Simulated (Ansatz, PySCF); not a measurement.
System: ICl (charge -1, doublet). 
Geometry from a B3LYP-D3(BJ)/def2-TZVP (Ansatz, a program for electronic structure) optimisation:
```
Cl
I 1 2.9782
```
Charge -1, spin multiplicity 2.

Total electronic energies in hartree. Cores are frozen in the correlated levels unless marked. UHF or UKS for open shells. No spin-orbit coupling. The frozen core is the preceding noble-gas configuration, with the filled d and f shells of earlier blocks. Past Kr the def2 sets carry scalar-relativistic core potentials. CBS marks a two-point X^-3 extrapolation of the correlation energy; Hartree-Fock from the larger set.

| level | program | energy (Eh) |
|---|---|---|
| RI-HF/def2-QZVPP | Ansatz | -756.25940 |
| BP86/def2-TZVPD | PySCF | -758.19901 |
| TPSS/def2-TZVPD | PySCF | -757.92407 |
| PBE0/def2-QZVPP | Ansatz | -757.88502 |
| CAM-B3LYP-D3(BJ)/def2-TZVPD | Ansatz + dftd3 | … |
| B2GP-PLYP-D3(BJ)/def2-TZVPD | Ansatz + dftd3 | -757.48262 |
| CCSD/def2-QZVPPD | Ansatz | -756.66232 |
| CCSD(T)/def2-SVPD | Ansatz | -756.37820 |
| CCSD(T)/CBS(def2-TZVPPD,def2-QZVPPD) | Ansatz | -756.7118 |

Q: What belongs in the gaps?

A: 
- CAM-B3LYP-D3(BJ)/def2-TZVPD, energy (Eh): -758.03389
